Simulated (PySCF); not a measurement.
CH3Br2ClSn, SMILES [CH3][Sn]([Cl])([Br])[Br] (PBE0/def2-SVP optimised geometry):

```
8

C     -1.563    -2.253     1.683
Sn    -0.809    -1.186     0.000
Cl     1.533    -1.186     0.000
Br    -1.533     1.186     0.000
Br    -1.537    -2.204    -2.142
H     -1.350    -3.320     1.540
H     -2.646    -2.083     1.748
H     -1.061    -1.877     2.584
```

Level of theory: PBE0/def2-TZVP, def2 effective core potentials past Kr in PySCF.

### Question
What are the frontier orbital energies and the dipole moment?

### Answer
HOMO-2 -8.73 eV, HOMO-1 -8.67 eV, HOMO -8.60 eV, LUMO -2.46 eV, LUMO+1 -0.24 eV; dipole moment 3.18 D.
